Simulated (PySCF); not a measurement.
C4H7FO2, SMILES C=C(F)OCCO. The structure is a stationary point at B3LYP-D3(BJ)/def2-SVP. The structure was generated by enumeration, and PubChem lists no compound with its InChIKey, so it may never have been made. The values are those of a single conformer.

Computed equilibrium geometry at B3LYP-D3(BJ)/def2-SVP (PySCF confirms it by a frequency run) as a Z-matrix (one conformer of several):
```
O
C 1 1.3360
C 2 1.3318 1 125.50
F 2 1.3424 3 121.79 1 -177.72
H 3 1.0885 2 119.57 1 -4.24
H 3 1.0888 5 120.36 2 -178.34
C 1 1.4396 2 117.62 3 135.28
H 7 1.1017 1 110.23 2 64.16
H 7 1.1040 8 109.29 1 119.73
C 7 1.5146 8 111.52 9 122.56
H 10 1.1019 7 108.80 8 -59.95
O 10 1.4047 11 107.72 7 121.57
H 12 0.9678 10 106.59 11 -174.35
H 10 1.1095 11 107.40 12 120.99
```
Charge 0, spin multiplicity 1.
